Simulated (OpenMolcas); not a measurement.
An OpenMolcas run meant for Ge2+ (ANO-R2, X2C; inactive shells 1s 2s 2p 3s 3p 3d; intended active space 2 electrons in 8 orbitals (4s 4p 5s 5p)). One step of its input:

```
&CASPT2
Multistate=3 1 2 3
Frozen=3 6
IPEA=0.25
Imaginary=0.1
MaxIter=60
WThr=0.0 0.3 0.05
PrWF=0.5
NoMix
Deleted=15 16
```

The run finished. Its levels beside those of a sound run (SS-CASPT2, IPEA 0.25 Eh, imaginary shift 0.1 Eh (closed shells correlated: 3d)), in cm⁻¹ above each run's lowest level:

| Level | This run | Usual run |
| --- | --- | --- |
| 4s² ¹S₀ | 0.0 | 0.0 |
| 4s 4p ³P°₀ | 58977 | 60524 |
| 4s 4p ³P°₁ | 59631 | 61176 |
| 4s 4p ³P°₂ | 61003 | 62550 |
| 4s 4p ¹P°₁ | 93063 | 91638 |

Task: Which setting is unsound, and how much does it matter here?

Result: Nearly half of the orbitals are deleted from the virtual space, which removes much of the correlation energy. Against the sound run the excited levels shown move by 1500 cm-1 on average and by 1500 cm-1 at most.

Term energies are means over components that CASPT2 splits; among the terms shown or strongly mixed into the levels shown the widest spread is 190 cm-1 (4s 4p ¹P°, this run). Over all roots computed the reference weight is 0.89 to 0.97 in the sound run, 0.91 to 0.99 in this run; the roots of lowest weight are the least certain, and an intruder state may touch them. The run also gave levels led by 4s 5s, which use shells meant for correlation; these and all levels above them are left out. Only configurations of the active space appear.

° marks odd parity.
